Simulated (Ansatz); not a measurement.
A structure relaxed at r2SCAN-D4/def2-SVP in Ansatz, charge 0, doublet:

```xyz
7

Co    1.084    0.183   -0.386
Si    0.257   -1.415   -1.627
Si   -0.701    1.030    2.407
Si   -0.578   -0.689    0.871
Si    0.610    1.911   -1.696
Si   -0.119   -2.780    0.166
Si   -0.553    1.761    0.264
```

Q: Give its formula.

A: the cluster CoSi6.

Q: Summarise the bond lengths by kind (pairs closer than 1.2 times the sum of covalent radii, bridged metal pairs left out).

A: 6 × Si–Si 2.25 to 2.52 Å; 4 × Co–Si 2.19 to 2.36 Å. The metal has 4 neighbours: Si 2.19 Å, Si 2.26 Å, Si 2.22 Å, Si 2.36 Å.

The charge 0 doublet is spin-contaminated (final ⟨S²⟩ up to 1.27, 0.75 for a pure state). The relaxation made no stability test and no search for a lower SCF solution. No other spin state of charge 0 was run. Another isomer (quartet) lies 1.91 eV lower at PBE0-D4/def2-TZVP; other spin states weren't run for this one.
